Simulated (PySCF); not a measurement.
An unknown shows these calculated signals:

¹H NMR (500 MHz, computed): δ 7.80 (m, 1H), 7.61 (m, 1H), 7.33 (d, 1H), 7.29 (m, 1H), 5.91 (br s, 1H), 3.58 (s, 2H).

¹³C{¹H} NMR (computed): δ 176.3 (C), 173.3 (C), 143.1 (C), 135.7 (CH), 130.1 (CH), 122.3 (CH), 120.5 (CH), 44.6 (CH2).

- shielding tensors at PBE0/pcSseg-1 (GIAO)
- geometry from GFN2-xTB
- code: PySCF 2.14.0 with density-fitted response routines
- relativity neglected, isolated molecule, rapidly exchanging positions averaged, one computed conformer

Scale: ¹H and ¹³C vs TMS (reference shieldings calculated alike).

Q: Which of these does the molecule contain: a carboxylic acid, a heteroaromatic ring, a benzene ring, a three-membered ring, an OH group, a CH3CH2 unit?

A: 
- A carboxylic acid: yes (δC 176.3; δH 5.91 (br s)).
- A heteroaromatic ring: no.
- A benzene ring: yes.
- A three-membered ring: no.
- An OH group: yes (δH 5.91 (br s)).
- A CH3CH2 unit: no.

The data belong to SMILES O=C(O)Cc1cccc(F)c1, C8H7FO2; they needn't prove each group on their own.

Carbon signals by region: 2 in the far downfield region (above 160 ppm), 5 in the sp2 and nitrile region (100–160 ppm), 1 below 50 ppm. Above 160 ppm: 176.3, carboxylic acid carbon, 173.3, aromatic carbon bearing fluorine.

OH/NH shifts are gas-phase values; hydrogen bonding in solution moves them, usually downfield. Splittings by ¹⁹F in the carbon and heteronuclear signals aren't shown, as no couplings were computed. Shifts are as computed. Against solution values, carbons near 30 ppm lie about +3 ppm off and those near 130 ppm about +5 ppm. Of 1211 compounds with measured shifts, 218 miss one by over three times the rms of a fit or turn the order of signals round; such compounds aren't used in these exercises. Hydrogen bonding in solution deshields acid and N–H amide carbonyl carbons by as much as 10 ppm beyond these values. No couplings were computed; multiplicities are counted from neighbouring protons, with m where these are inequivalent, close in shift, in a saturated or five-membered ring or joined by F or P, and br s for small geminal =CH2 splittings.
